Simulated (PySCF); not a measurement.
Compound: C2H4ClF3Si.
Atom-mapped SMILES: `[F:1][CH:2]([F:3])[C@@H:4]([F:5])[SiH2:6][Cl:7]` (hydrogens: H8 on C2; H9 on C4; H10, H11 on Si6)

Method: PySCF 2.14.0, PBE0-D3(BJ)/def2-SVP geometry optimisation, gas phase.

**Question.** What internal coordinates does the optimisation give?

**Answer.** 
| bond | length (pm) | order |
| --- | --- | --- |
| F1–C2 | 134.8 | single |
| C2–F3 | 135.1 | single |
| C2–C4 | 151.4 | single |
| C4–F5 | 137.8 | single |
| C4–Si6 | 191.5 | single |
| Si6–Cl7 | 205.7 | single |
| C2–H8 | 110.5 | single |
| C4–H9 | 110.6 | single |
| Si6–H10 | 148.6 | single |
| Si6–H11 | 148.7 | single |

Orders are formal, as drawn. A selection of angles:
| angle | degrees |
| --- | --- |
| F1–C2–F3 | 107.9 |
| F1–C2–C4 | 111.3 |
| F1–C2–H8 | 108.3 |
| F3–C2–C4 | 108.2 |
| F3–C2–H8 | 109.6 |
| C4–C2–H8 | 111.5 |
| C2–C4–F5 | 109.2 |
| C2–C4–Si6 | 115.0 |
| C2–C4–H9 | 106.4 |
| F5–C4–Si6 | 109.1 |
| F5–C4–H9 | 108.6 |
| Si6–C4–H9 | 108.4 |
| C4–Si6–Cl7 | 109.6 |
| C4–Si6–H10 | 109.9 |
| C4–Si6–H11 | 107.2 |
| Cl7–Si6–H10 | 110.6 |
| Cl7–Si6–H11 | 108.3 |
| H10–Si6–H11 | 111.2 |

Torsions: F1–C2–C4–F5 -77° (synclinal); C2–C4–Si6–Cl7 -78° (synclinal).

Si6 (chlorine-bound silicon) is tetrahedral (angles from 107.2° to 111.2°). Of the pairs four or more bonds apart, F1···Cl7 is among the closest relative to their van der Waals radii: 3.36 Å, 104 % of the sum of Bondi's values. The 3 C–F bonds span 1.348 Å (F1–C2, drawn single) to 1.378 Å (C4–F5, drawn single), a spread of 0.030 Å.

Point group: C1 (no symmetry element, even within 0.4 Å). No frequency check. The numbers are those of one conformer.
